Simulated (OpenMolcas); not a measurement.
# Multiplet structure of Se V

```json
{
  "Program": "OpenMolcas",
  "Method": "CASSCF",
  "Basis": "ANO-RCC-VQZP [7s6p4d2f1g]",
  "Scalar Hamiltonian": "DKH2, point nucleus",
  "Active space": "2 electrons in 8 orbitals (4s 4p 5s 5p)",
  "State averaging": "2S+1 = 3 even, 3 roots; 2S+1 = 1 even, 7 roots; 2S+1 = 3 odd, 3 roots; 2S+1 = 1 odd, 3 roots",
  "Spin-orbit coupling": "RASSI with atomic mean-field integrals over the reference wave functions, term energies averaged over their components"
}
```

With spin-orbit coupling, above the lowest level:

| Configuration | Term | J | E (cm-1) | Measured (cm-1) | g | Term weight % |
| --- | --- | --- | --- | --- | --- | --- |
| 4s2 | 1S | 0 | 0.0 | 0.0 |  | 100 |
| 4s 4p | 3P* | 0 | 87574 | 89749 |  | 100 |
| 4s 4p | 3P* | 1 | 89015 | 91350 | 1.500 | 100 |
| 4s 4p | 3P* | 2 | 92126 | 94960 | 1.501 | 100 |
| 4s 4p | 1P* | 1 | 141809 | 131733 | 1.001 | 100 |
| 4p2 | 3P | 0 | 210896 | 211794 |  | 99 |
| 4p2 | 3P | 1 | 212717 | 214091 | 1.501 | 100 |
| 4p2 | 3P | 2 | 215330 | 218615 | 1.488 | 97 |
| 4p2 | 1D | 2 | 228480 | 213203 | 1.013 | 97 |

Against the 8 measured excited levels shown (the list in Rauch et al., Astron. Astrophys. 606, A105 (2017)) the mean absolute deviation is 4800 cm-1; the largest miss in energy is 4p2 1D2: computed 228480, measured 213203 cm-1 (+7.2 %). Levels of one J stand in another order than measured, so their pairing by name is doubtful.

Spin-orbit coupling puts the lowest level 3.5 cm-1 below the lowest spin-free term.

Active for correlation alone: 5p 5s; no level in the range computed is led by a configuration that fills them, so any true level of that kind is missing. The ¹D term of p² mixes with s d, which this space lacks. Computed and measured levels are paired by configuration, term and J; levels that our copy of the source lacks, or whose pairing is in doubt (as where it misses far off the trend of its configuration), stay unpaired and out of the deviations. Levels of configurations outside the active space are missing. The first state left out of the spin-orbit step lies near 290000 cm-1 above the lowest spin-free state of the reference (among the parities and spins computed), and the list stops at four fifths of that energy or lower.

The term weight is that of the spin-free term in the level, not the purity of its configuration. * marks odd parity.
